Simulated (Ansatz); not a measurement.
Start from `[CH3][Al]([CH3])[TeH]` and change one atom or group to get `[CH3][AlH][CH3]`.

Ansatz, PBE0-D4/def2-TZVP geometries, multiplicity 1. 

Elements past krypton have def2 core potentials.

```
                                          property  `[CH3][Al]([CH3])[TeH]`
               HOMO–LUMO gap (PBE/def2-TZVPP) / eV                     4.06
size of the dipole moment (ωB97M-V/def2-TZVPP) / D                     1.65
           HOMO–LUMO gap (ωB97M-V/def2-TZVPP) / eV                     9.41
                 LUMO energy (PBE/def2-TZVPP) / eV                    -1.49
                 HOMO energy (PBE/def2-TZVPP) / eV                    -5.55
             HOMO energy (ωB97M-V/def2-TZVPP) / eV                    -8.57
```

Task: Give the same properties after the change, and the shifts. (An estimate is asked.)

Result: Ansatz gave: 
| property | `[CH3][AlH][CH3]` | shift |
| --- | --- | --- |
| HOMO–LUMO gap (PBE/def2-TZVPP) / eV | 4.88 | 0.82 |
| size of the dipole moment (ωB97M-V/def2-TZVPP) / D | 0.67 | -0.98 |
| HOMO–LUMO gap (ωB97M-V/def2-TZVPP) / eV | 10.72 | 1.31 |
| LUMO energy (PBE/def2-TZVPP) / eV | -1.61 | -0.12 |
| HOMO energy (PBE/def2-TZVPP) / eV | -6.49 | -0.94 |
| HOMO energy (ωB97M-V/def2-TZVPP) / eV | -10.00 | -1.43 |

With PBE0 the HOMO falls by 1.22 eV and the LUMO falls by 0.07 eV, so the gap widens by about 1.15 eV. PBE moves the HOMO by -0.94 eV and ωB97M-V by -1.43 eV. Dipoles are sizes alone; their direction can turn.

Spin–orbit coupling is left out; it splits and shifts lone-pair levels of the heavy atoms by tenths of an eV.
